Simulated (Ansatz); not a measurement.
Basis sets compared for cyclo-(F2SiSe)3 (Si₃Se₃F₆). Total charge 0; singlet. Geometry PBE-D4/def2-SVP. Ansatz on 2 threads of AMD EPYC 7R13 on a shared host and a share (18 GiB) of an NVIDIA H100 80GB HBM3; times are rough, and most runs start from earlier orbitals.

Cartesian coordinates in Å:
```
Si -0.021 0.409 1.911
F 0.191 0.962 3.421
F -1.170 -0.735 1.929
Se 1.985 -0.496 1.318
Si 1.288 -1.292 -0.701
F 2.557 -2.108 -1.297
F 0.052 -2.322 -0.502
Se 0.776 0.259 -2.291
Si -1.074 1.070 -1.234
F -1.707 2.156 -2.259
F -2.153 -0.117 -1.000
Se -0.723 2.214 0.707
```

The 6-31G sets use Cartesian d functions. B3LYP takes the VWN-RPA correlation. Single mean-field runs in def2-TZVP are fitted with def2-universal-jkfit.

Binding counts from free atoms (Si triplet, F doublet, Se triplet) in the same basis, without a counterpoise term.

| level | functions | energy (Eh) | HOMO (eV) | LUMO (eV) | binding per atom (eV) | wall time |
| --- | --- | --- | --- | --- | --- | --- |
| PBE-D4/def2-SVP | 234 | -8669.0793 | -6.85 | -2.41 | 4.48 | 6.5 s |
| B3LYP-D4/6-31G | 180 | -8671.4152 | -8.39 | -2.67 | 3.45 | 9.5 s |
| PBE0-D4/def2-SVP | 234 | -8669.3768 | -8.15 | -1.76 | 4.29 | 14 s |

Question: Estimate the rows for PBE-D4/def2-TZVP, B3LYP-D4/def2-TZVP, PBE0-D4/def2-TZVP.

Answer: 
| level | functions | energy (Eh) | HOMO (eV) | LUMO (eV) | binding per atom (eV) | wall time |
| --- | --- | --- | --- | --- | --- | --- |
| PBE-D4/def2-TZVP | 441 | -8671.0578 | -6.94 | -2.73 | 4.53 | 2.9 s |
| B3LYP-D4/def2-TZVP | 441 | -8673.2956 | -7.87 | -2.02 | 4.36 | 4.9 s |
| PBE0-D4/def2-TZVP | 441 | -8671.3538 | -8.14 | -2.00 | 4.38 | 2.2 s |
